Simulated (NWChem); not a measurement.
Everything below was run with NWChem. System: Cl$_{2}$Zn, charge 0, spin multiplicity 1, at a geometry optimised with B3LYP/def2-SVP. The structure started from a generated list of species. Level: EOM-CCSD/def2-SVPD, 19 core orbitals frozen.

The NWChem input:

```
start mol
memory heap 100 mb stack 700 mb global 1900 mb
geometry units angstroms nocenter noautoz
  Zn     0.000000     0.000000     0.000000
  Cl     0.000000     0.000000    -2.107977
  Cl     0.000000     0.000000     2.107977
  symmetry group D2h
end
basis spherical
  * library def2-svpd
end
scf
  rhf
  nopen 0
  maxiter 100
  thresh 1e-7
  semidirect memsize 60000000 filesize 0
end
tce
  freeze core 19
  ccsd
  nroots 1
  2eorb
  2emet 13
  thresh 1e-5
  maxiter 200
  tilesize 24
end
task tce energy
```

NWChem printed:

```
             Northwest Computational Chemistry Package (NWChem) 7.3.0
             --------------------------------------------------------

                                NWChem Input Module
                                -------------------

 Scaling coordinates for geometry "geometry" by  1.889725989
 (inverse scale =  0.529177249)

 Turning off AUTOSYM since
 SYMMETRY directive was detected!

                             Geometry "geometry" -> ""
                             -------------------------

 Output coordinates in angstroms (scale by  1.889725989 to convert to a.u.)

  No.       Tag          Charge          X              Y              Z
 ---- ---------------- ---------- -------------- -------------- --------------
    1 Zn                  30.0000     0.00000000     0.00000000     0.00000000
    2 Cl                  17.0000     0.00000000     0.00000000    -2.10797700
    3 Cl                  17.0000     0.00000000     0.00000000     2.10797700

 Effective nuclear repulsion energy (a.u.)     292.3309440569

            Nuclear Dipole moment (a.u.)
            ----------------------------
        X                 Y               Z
 ---------------- ---------------- ----------------
     0.0000000000     0.0000000000     0.0000000000

      Symmetry information
      --------------------

 Group name             D2h
 Group number             26
 Group order               8
 No. of unique centers     2

      Symmetry unique atoms

     1    2


 Summary of "ao basis" -> "" (spherical)
 ------------------------------------------------------------------------------
       Tag                 Description            Shells   Functions and Types
 ---------------- ------------------------------  ------  ---------------------
 *                         def2-svpd                  on all atoms

 Summary of "ao basis" -> "ao basis" (spherical)
 ------------------------------------------------------------------------------
       Tag                 Description            Shells   Functions and Types
 ---------------- ------------------------------  ------  ---------------------
[...]
 Iteration  13 using   13 trial vectors
   0.0001205834297   0.2407821826205    6.55202     2.4     2.4

 Iteration  14 using   14 trial vectors
   0.0000689000464   0.2407825122495    6.55203     2.3     2.3

 Iteration  15 using   15 trial vectors
   0.0000320525226   0.2407823560847    6.55202     2.5     2.5

 Iteration  16 using   16 trial vectors
   0.0000157814997   0.2407823958572    6.55203     2.4     2.4

 Iteration  17 using   17 trial vectors
   0.0000086923214   0.2407824427730    6.55203     2.4     2.4
 --------------------------------------------------------------
 Iterations converged
 ------------------

 Excited state root  1
 Excitation energy / hartree =        0.240782442772993
                   / eV      =        6.552026424221508
 largest EOMCCSD amplitudes: R1 and R2

 Singles contributions
    33ag  (alpha) ---    32b3g (alpha)       -0.8665552025
    37ag  (alpha) ---    32b3g (alpha)        0.2169845832
    42ag  (alpha) ---    32b3g (alpha)        0.2147284975
    36b1u (alpha) ---    30b2u (alpha)        0.1095341926

 Doubles contributions

 =========================================
 Excited-state calculation ( b3u symmetry)
 =========================================
 Dim. of EOMCC iter. space      500

 EOMCCSD SOLVER TYPE  1
  maxdiff =   0.50067825145330203

 No. of initial right vectors    1

 EOM-CCSD right-hand side iterations
 --------------------------------------------------------------
      Residuum       Omega / hartree  Omega / eV    Cpu    Wall
 --------------------------------------------------------------

 Iteration   1 using    1 trial vectors
   0.4971378156077   0.3792004402245   10.31857     3.5     3.5

 Iteration   2 using    2 trial vectors
   0.1153498580514   0.2783862169637    7.57528     2.5     2.5

 Iteration   3 using    3 trial vectors
   0.0838657526222   0.2687907177284    7.31417     2.4     2.4

 Iteration   4 using    4 trial vectors
   0.0334755434820   0.2633252026093    7.16545     3.4     3.4

 Iteration   5 using    5 trial vectors
   0.0149585744375   0.2614885095539    7.11547     3.5     3.5

 Iteration   6 using    6 trial vectors
   0.0059562847930   0.2613002995264    7.11035     2.3     2.3

 Iteration   7 using    7 trial vectors
   0.0028669931137   0.2613320392793    7.11121     2.5     2.5

 Iteration   8 using    8 trial vectors
   0.0012581962505   0.2613186425893    7.11085     2.4     2.4

 Iteration   9 using    9 trial vectors
   0.0006905220860   0.2613195724252    7.11087     2.4     2.4

 Iteration  10 using   10 trial vectors
   0.0004058254868   0.2613230051343    7.11096     2.3     2.3

 Iteration  11 using   11 trial vectors
   0.0002110599649   0.2613214109593    7.11092     2.3     2.3

 Iteration  12 using   12 trial vectors
   0.0001073495846   0.2613211741799    7.11091     2.3     2.3

 Iteration  13 using   13 trial vectors
   0.0000617420848   0.2613215819257    7.11093     2.9     2.9

 Iteration  14 using   14 trial vectors
   0.0000346615204   0.2613215997981    7.11093     3.4     3.4

 Iteration  15 using   15 trial vectors
   0.0000180079877   0.2613215462868    7.11092     3.4     3.4

 Iteration  16 using   16 trial vectors
   0.0000078798828   0.2613215771107    7.11092     3.1     3.1
 --------------------------------------------------------------
 Iterations converged
 ------------------

 Excited state root  1
 Excitation energy / hartree =        0.261321577110748
                   / eV      =        7.110924944237261
 largest EOMCCSD amplitudes: R1 and R2

 Singles contributions
    33ag  (alpha) ---    29b3u (alpha)       -0.8680970496
    37ag  (alpha) ---    29b3u (alpha)        0.2079616413
    42ag  (alpha) ---    29b3u (alpha)        0.2112769881
    36b1u (alpha) ---    31b2g (alpha)        0.1419069339

 Doubles contributions

 Task  times  cpu:      458.8s     wall:      458.8s

 Total times  cpu:      458.9s     wall:      458.9s
```
